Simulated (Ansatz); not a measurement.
Basis-set series for `[NH]=[V]([NH2])([Cl])[Cl]`. The species carries charge 0 and has multiplicity 1. All single points use the PBE0-D4/def2-TZVP geometry. It is one conformer, not always the lowest.

| atom | x (Å) | y (Å) | z (Å) |
| --- | --- | --- | --- |
| N1 | 1.471 | -0.467 | -0.166 |
| V2 | 0.196 | 0.490 | -0.106 |
| N3 | -1.159 | -0.625 | 0.281 |
| Cl4 | 0.444 | 1.963 | 1.463 |
| Cl5 | -0.117 | 1.434 | -2.030 |
| H6 | 2.377 | -0.910 | -0.244 |
| H7 | -1.112 | -1.621 | 0.424 |
| H8 | -2.101 | -0.264 | 0.378 |

```json
{"functional": "PBE0-D4", "basis": "def2-TZVPP", "functions": "252", "energy (Eh)": "-1975.30068", "HOMO (eV)": "-8.23", "LUMO (eV)": "-2.90"}
{"functional": "PBE0-D4", "basis": "def2-QZVPP", "functions": "437", "energy (Eh)": "-1975.35240", "HOMO (eV)": "-8.27", "LUMO (eV)": "-2.94"}
{"functional": "ωB97M-V", "basis": "def2-TZVPP", "functions": "252", "energy (Eh)": "-1975.77017", "HOMO (eV)": "-10.42", "LUMO (eV)": "-0.72"}
{"functional": "ωB97M-V", "basis": "def2-QZVPP", "functions": "437", "energy (Eh)": "-1975.81916", "HOMO (eV)": "-10.47", "LUMO (eV)": "-0.79"}
```

Task: Give the rows for def2-SVP. (An estimate is asked.)

Result: Computed: 
| functional | basis | functions | energy (Eh) | HOMO (eV) | LUMO (eV) |
| --- | --- | --- | --- | --- | --- |
| PBE0-D4 | def2-SVP | 110 | -1974.72036 | -8.01 | -2.75 |
| ωB97M-V | def2-SVP | 110 | -1975.18953 | -10.15 | -0.51 |

Scalar relativity is left out up to krypton.
